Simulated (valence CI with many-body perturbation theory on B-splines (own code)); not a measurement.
## Pm4+: M1 decay

Computed by valence CI with perturbative core correlation (CI+MBPT): three valence electrons over a frozen Dirac-Fock core [Xe], radial functions for each j: 8 s, 8 p, 9 d, 9 f, 6 g, 3 h, 2 i, with the one-electron correlation potential Σ1, the two-electron term Σ2, the three-electron term Σ3, Breit, model QED; the open f shell's mean field enters the energy denominators; selected CI, second order for the rest, scaled by the run's own slope (own B-spline code, finite nucleus).

With an open or low-lying f shell, different configurations can be misplaced against each other by up to about 5,000 cm⁻¹. No measured levels were compared; by estimate terms of the open shell hold to a few per cent of their energy, and close levels can change places. Core correlation moves these levels by up to 3300 cm⁻¹, and in measured spectra 5 to 20 % of such shifts remained as error; rates that hang on mixing are uncertain with them. The list stops below the first excitations out of the core.

Lines 1 to 50 of 118 in falling wavelength, among levels below 16.085 eV, chosen from the decays that carry over 1 % of a level's rate. Wavelengths and rates use the calculated energies, so an error of 2000 cm⁻¹ moves a line at 3877 nm by 78 % and its rate by three times that or more. Weak lines are less certain than strong ones. Lines between different terms over intervals too small for the method are left out, as are lines whose strength nearly cancels. Intervals below about 2000 cm⁻¹, as at the head of this list, are uncertain by tens of per cent. Branching is blank where the lifetime is uncertain.

Names give the largest LS component (configuration and term), which can be under half, so a name can repeat, a term be missing and a line seem to break the LS rules; names also repeat where a configuration has a term twice. Letters in brackets count levels of one name in rising energy.

| λ vac (nm) | Upper | Lower | Type | A (s⁻¹) | Branch % |
| --- | --- | --- | --- | --- | --- |
| 12520 | 4f3 4D°_1/2 | 4f3 4D°_3/2 | M1 | 3.20e-02 | 5.3 |
| 8144 | 4f3 4F°_7/2 | 4f3 4F°_5/2 | M1 | 7.14e-02 | 70.5 |
| 7146 | 4f3 4F°_5/2 | 4f3 4F°_3/2 | M1 | 1.12e-01 | 100.0 |
| 6050 | 4f3 4F°_9/2 | 4f3 4F°_7/2 | M1 | 9.03e-02 | 5.6 |
| 5340 | 4f3 2I°_13/2 | 4f3 2I°_11/2 | M1 | 6.64e-02 | 3.1 |
| 4193 | 4f3 4G°_7/2 | 4f3 4G°_5/2 | M1 | 3.84e-01 | 34.7 |
| 4025 | 4f3 4I°_11/2 | 4f3 4I°_9/2 | M1 | 6.43e-01 | 100.0 |
| 3877 | 4f3 2G°_9/2 [a] | 4f3 4G°_7/2 | M1 | 3.45e-01 |  |
| 3876 | 4f3 2K°_15/2 | 4f3 2K°_13/2 | M1 | 2.04e-01 | 3.9 |
| 3863 | 4f3 4G°_11/2 | 4f3 4G°_9/2 | M1 | 3.82e-01 | 29.6 |
| 3847 | 4f3 4I°_13/2 | 4f3 4I°_11/2 | M1 | 8.48e-01 | 100.0 |
| 3806 | 4f3 2P°_1/2 | 4f3 2D°_3/2 [a] | M1 | 1.51e-01 | 7.1 |
| 3758 | 4f3 4I°_15/2 | 4f3 4I°_13/2 | M1 | 6.06e-01 | 100.0 |
| 3525 | 4f3 4S°_3/2 | 4f3 4F°_3/2 | M1 | 2.43e-02 | 95.4 |
| 3507 | 4f3 2G°_7/2 [a] | 4f3 4F°_9/2 | M1 | 1.98e-02 | 1.4 |
| 3466 | 4f3 4D°_7/2 | 4f3 4D°_5/2 | M1 | 4.39e-01 | 71.3 |
| 3307 | 4f3 4F°_9/2 | 4f3 2H°_9/2 [a] | M1 | 3.91e-01 | 24.3 |
| 3306 | 4f3 4G°_9/2 | 4f3 2G°_7/2 [a] | M1 | 6.14e-01 |  |
| 3176 | 4f3 2P°_3/2 | 4f3 2D°_5/2 [a] | M1 | 2.09e-01 | 3.1 |
| 3001 | 4f3 2D°_5/2 [a] | 4f3 2D°_3/2 [a] | M1 | 2.27e-01 | 6.2 |
| 2596 | 4f3 2P°_3/2 | 4f3 2P°_1/2 | M1 | 2.92e-01 | 4.3 |
| 2296 | 4f3 2H°_11/2 [a] | 4f3 2H°_9/2 [a] | M1 | 7.35e-01 | 20.3 |
| 2220 | 4f3 2G°_7/2 [a] | 4f3 4F°_7/2 | M1 | 2.78e-01 | 19.0 |
| 2217 | 4f3 4G°_5/2 | 4f3 4F°_7/2 | M1 | 2.39e-02 | 34.0 |
| 1906 | 4f3 4D°_3/2 | 4f3 2D°_5/2 [a] | M1 | 4.23e-02 | 7.7 |
| 1744 | 4f3 2G°_7/2 [a] | 4f3 4F°_5/2 | M1 | 5.92e-01 | 40.4 |
| 1742 | 4f3 4G°_5/2 | 4f3 4F°_5/2 | M1 | 4.20e-03 | 6.0 |
| 1702 | 4f3 2G°_7/2 [a] | 4f3 2H°_9/2 [a] | M1 | 4.48e-01 | 30.6 |
| 1702 | 4f3 4G°_9/2 | 4f3 4F°_9/2 | M1 | 6.34e-01 |  |
| 1680 | 4f3 4D°_3/2 | 4f3 2P°_1/2 | M1 | 3.22e-01 | 58.8 |
| 1543 | 4f3 2P°_3/2 | 4f3 2D°_3/2 [a] | M1 | 2.33e+00 | 34.7 |
| 1541 | 4f3 2G°_9/2 [a] | 4f3 2H°_11/2 [a] | M1 | 6.49e-01 |  |
| 1481 | 4f3 4D°_1/2 | 4f3 2P°_1/2 | M1 | 2.01e-01 | 33.4 |
| 1450 | 4f3 4G°_7/2 | 4f3 4F°_7/2 | M1 | 3.35e-01 | 30.2 |
| 1402 | 4f3 4G°_11/2 | 4f3 2H°_11/2 [a] | M1 | 6.36e-01 | 49.3 |
| 1401 | 4f3 4G°_5/2 | 4f3 4F°_3/2 | M1 | 9.62e-03 | 13.7 |
| 1328 | 4f3 4G°_9/2 | 4f3 4F°_7/2 | M1 | 5.22e-02 |  |
| 1278 | 4f3 2G°_9/2 [a] | 4f3 4F°_9/2 | M1 | 1.91e+00 |  |
| 1231 | 4f3 2D°_5/2 [a] | 4f3 2G°_7/2 [a] | M1 | 6.69e-02 | 1.8 |
| 1231 | 4f3 4G°_7/2 | 4f3 4F°_5/2 | M1 | 3.36e-01 | 30.4 |
| 1210 | 4f3 4G°_7/2 | 4f3 2H°_9/2 [a] | M1 | 2.07e-02 | 1.9 |
| 1181 | 4f3 4G°_11/2 | 4f3 4F°_9/2 | M1 | 3.31e-02 | 2.6 |
| 1177 | 4f3 2I°_11/2 | 4f3 4G°_11/2 | M1 | 1.72e-01 | 9.3 |
| 1145 | 4f3 4D°_5/2 | 4f3 2D°_3/2 [a] | M1 | 6.86e-01 | 52.3 |
| 1124 | 4f3 4G°_9/2 | 4f3 2H°_9/2 [a] | M1 | 7.54e-01 |  |
| 1101 | 4f3 2D°_3/2 [a] | 4f3 4S°_3/2 | M1 | 2.21e+00 | 39.6 |
| 1066 | 4f3 4D°_1/2 | 4f3 2D°_3/2 [a] | M1 | 2.01e-01 | 33.4 |
| 1055 | 4f3 2G°_9/2 [a] | 4f3 4F°_7/2 | M1 | 5.90e-01 |  |
| 995.6 | 4f3 2L°_15/2 | 4f3 2K°_15/2 | M1 | 1.52e+00 | 48.7 |
| 950.4 | 4f3 2D°_3/2 [a] | 4f3 4F°_5/2 | M1 | 1.88e+00 | 33.7 |
